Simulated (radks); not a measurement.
Task: Numerical settings for the xenon ion Xe+, [Kr] 4d10 5s2 5p5. All-electron calculation, scalar-relativistic Kohn-Sham, SCAN, spin-polarised, spherical densities, finite nucleus; open shells are filled with parallel spins first (spin-orbit coupling, left out, can overturn this in heavy ions); meta-GGA in the generalised Kohn-Sham scheme; Fermi nuclear charge, rms radius 4.7859 fm. Program: a radial shooting solver on a logarithmic mesh with Libxc functionals. The defaults (mesh step 0.008 in ln r, mesh end at 40 bohr or more with all orbitals vanishing there, Anderson mixing 0.5 over 9 steps, residual threshold near 1e-9 with the energy settled to 1e-9 hartree or 1e-11 of itself, here a cap of 57 iterations) give E = -7448.031 hartree and 5p at -16.850 eV in 20 iterations. Run on one thread of a shared host, so times are rough (Intel(R) Xeon(R) 6975P-C): 0.22 s of CPU time, 0.22 s wall, 20 iterations on 2314 mesh points. One setting is changed at a time: mesh step in ln r 0.02; mesh step in ln r 0.012; mesh step in ln r 0.005; mesh end (bohr) 3; mesh end (bohr) 400; residual threshold 0.001; residual threshold 0.01; mixing 0.01; linear mixing, mixing 1; linear mixing, mixing 0.8; mixing history 20; iteration cap 2. Which runs fail to converge, and which converge to a wrong energy?

Result: Not converged within the cap: mixing 0.01; linear mixing, mixing 1; linear mixing, mixing 0.8; iteration cap 2. Settings that end as converged yet miss the energy by more than 1 mhartree: mesh step in ln r 0.02 (-0.00565 hartree); mesh step in ln r 0.012 (-0.00484 hartree); mesh end (bohr) 3 (+1.79 hartree).
